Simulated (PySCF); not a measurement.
## Correlation energy of In (indium, neutral)

[Kr] 4d10 5s2 5p1, 2P determinant. Calculation: PySCF 2.14, in ANO-RCC-VTZP; the spin-free X2C one-electron Hamiltonian (Gaussian nucleus). Frozen: [Ar] 3d10; 21 electrons correlated.

```json
{"level": "CCSD", "correlation energy (mhartree)": "-658.07"}
{"level": "(T)", "correlation energy (mhartree)": "-17.09"}
{"level": "CCSD(T)", "correlation energy (mhartree)": "-675.16"}
```

Diagnostics: T1 = 0.012, D1 = 0.0555, largest double amplitude 0.067.

Cost of the coupled-cluster step: about 40 core-seconds, for 21 correlated electrons.
